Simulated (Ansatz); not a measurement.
Ansatz (an electronic-structure program) job for K(I) cation (IK), SMILES [K][I] (connectivity only; charge and spin as stated), charge +1, multiplicity 2, PBE/def2-TZVPD. The structure is a stationary point at PBE0-D3(BJ)/def2-TZVPD. The spin state was assumed, not searched. The def2 effective core potentials stand for the cores of I; spin–orbit coupling is left out.

Ansatz 0.2 input:
```yaml
crystal:
  periodic: [false, false, false]
  atoms:
    - {symbol: K, position_ang: [0.00000000, 0.00000000, -2.63487956]}
    - {symbol: I, position_ang: [0.00000000, 0.00000000, 0.94457947]}
basis:
  gaussian:
    orbitals: def2-TZVPD
hamiltonian:
  xc: {name: PBE}
total_charge: 1
magnetization: {spin_polarized: true, initial_magnetization: 1}
```

Program output:

```
WARN ansatz: RAYON_NUM_THREADS=1 ignored (pool sized by the plan → 1); use --threads N
Functional definition: PBE
integrals: 0.03 GiB planned
744 factors; their error is unknown
mean field: 0.28 GiB planned
mean field evaluation 1: about -24412.1810 eV, gradient 1.9e1 eV
mean field evaluation 2: about -24412.1496 eV, gradient 2.2e1 eV
mean field evaluation 4: about -24414.0040 eV, gradient 6.0e0 eV
mean field evaluation 8: about -24414.1927 eV, gradient 8.1e-1 eV
mean field evaluation 16: about -24414.1710 eV, gradient 2.3e-4 eV
mean field evaluation 32: about -24414.1710 eV, gradient 4.7e-6 eV
mean field evaluation 64: about -24414.1710 eV, gradient 3.5e-6 eV
mean field -24414.17104393 eV, -897.2042373451 hartree, gradient 3.5e-6 eV, S^2 0.752383; 7 other end points of the search recorded, 0 dependent functions left out
reference -24414.17108481 eV, -897.2042388473 hartree; 22, 21 occupied and 73, 74 virtual orbitals, 744 factors
Total energy: -24414.17108481 eV, -897.2042388473 hartree
```

The run converged.

Cost: around 7 core-seconds (rough).
